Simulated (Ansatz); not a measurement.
One change: `C[SiH]1B[SiH2]1` becomes `[SiH3][SiH]1B[SiH2]1`.

Ansatz, PBE0-D4/def2-TZVP geometries, multiplicity 1. 

| property | `C[SiH]1B[SiH2]1` |
| --- | --- |
| HOMO energy (PBE0/def2-TZVPP) / eV | -6.37 |
| HOMO–LUMO gap (B3LYP/def2-TZVPP) / eV | 4.52 |
| HOMO–LUMO gap (PBE0/def2-TZVPP) / eV | 4.89 |
| size of the dipole moment (ωB97M-V/def2-TZVPP) / D | 1.95 |
| LUMO energy (PBE0/def2-TZVPP) / eV | -1.48 |
| LUMO energy (ωB97M-V/def2-TZVPP) / eV | 0.26 |

Q: Give the same properties after the change, and the shifts. (Estimate.)

A: The calculation gave: 
| property | `[SiH3][SiH]1B[SiH2]1` | shift |
| --- | --- | --- |
| HOMO energy (PBE0/def2-TZVPP) / eV | -6.73 | -0.36 |
| HOMO–LUMO gap (B3LYP/def2-TZVPP) / eV | 4.47 | -0.05 |
| HOMO–LUMO gap (PBE0/def2-TZVPP) / eV | 4.81 | -0.08 |
| size of the dipole moment (ωB97M-V/def2-TZVPP) / D | 0.87 | -1.08 |
| LUMO energy (PBE0/def2-TZVPP) / eV | -1.93 | -0.45 |
| LUMO energy (ωB97M-V/def2-TZVPP) / eV | -0.05 | -0.31 |

With PBE0 the HOMO falls by 0.36 eV and the LUMO falls by 0.45 eV, so the gap narrows by about 0.09 eV. PBE moves the HOMO by -0.35 eV and ωB97M-V by -0.36 eV. Dipoles are sizes alone; their direction can turn.

B3LYP here is the variant with VWN-RPA as its local correlation; programs differ in this.
